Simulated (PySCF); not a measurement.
Spinor energies of I (iodine, neutral)

Start: [Kr] 4d10 5s2 5p5; 5p1/2 filled at m_j = -1/2, +1/2; 5p3/2 filled at m_j = -1/2, +1/2, +3/2. Calculated with PySCF 2.14 in x2c-TZVPall-2c (8s9p5d2f, 74 functions): generalised Hartree-Fock with the X2C-1e Hamiltonian and a Gaussian nucleus; one run each with spin-orbit coupling (SO) switched off, then screened by Boettger's factors.

```tsv
spinor shell	electrons	ε, spin-free (eV)	ε, screened SO (eV)	weight of nominal j (screened SO)	rms radius, screened SO (bohr)
1s1/2	2	-33334.0	-33330.2	1.000	0.0311
2s1/2	2	-5249.9	-5248.7	1.000	0.127
2p1/2	2	-4704.9	-4912.6	1.000	0.109
2p3/2	4	-4704.9	-4611.2	1.000	0.115
3s1/2	2	-1102.3	-1101.9	1.000	0.334
3p1/2	2	-921.45	-961.59	1.000	0.327
3p3/2	4	-921.45	-903.07	1.000	0.338
3d3/2	4	-651.11	-658.08	1.000	0.311
3d5/2	6	-651.11	-646.02	1.000	0.314
4s1/2	2	-211.00	-210.82	1.000	0.787
4p1/2	2	-151.78	-159.63	1.000	0.826
4p3/2	4	-151.78	-148.04	1.000	0.855
4d3/2	4	-62.616	-63.612	0.998	0.988
4d5/2	6	-62.616	-61.720	0.999	0.999
5s1/2	2	-23.817	-23.758	1.000	2.14
5p1/2	2	-10.903	-11.678	0.908	2.58
5p3/2	3	-10.903	-10.473	0.939	2.68
```

```tsv
quantity	spin-free	screened SO
E (hartree)	-7111.65179	-7113.79819
M_J	3/2	3/2
⟨J²⟩	3.762	3.762
⟨L²⟩	2.009	2.036
⟨S²⟩	0.753	0.780
```

Each row is a mean over spinors that exchange with the open shell spreads, by up to 2.377 eV (5s1/2).

Breit and QED terms are absent; they matter most for the inner s and p1/2 levels.

Densities and radii are taken from the X2C orbitals without a picture-change correction, which distorts them close to the nucleus.

Without spin-orbit coupling the j labels of p, d and f shells carry no meaning; the spin-free column gives the mean over the occupied spinors of each nl shell.
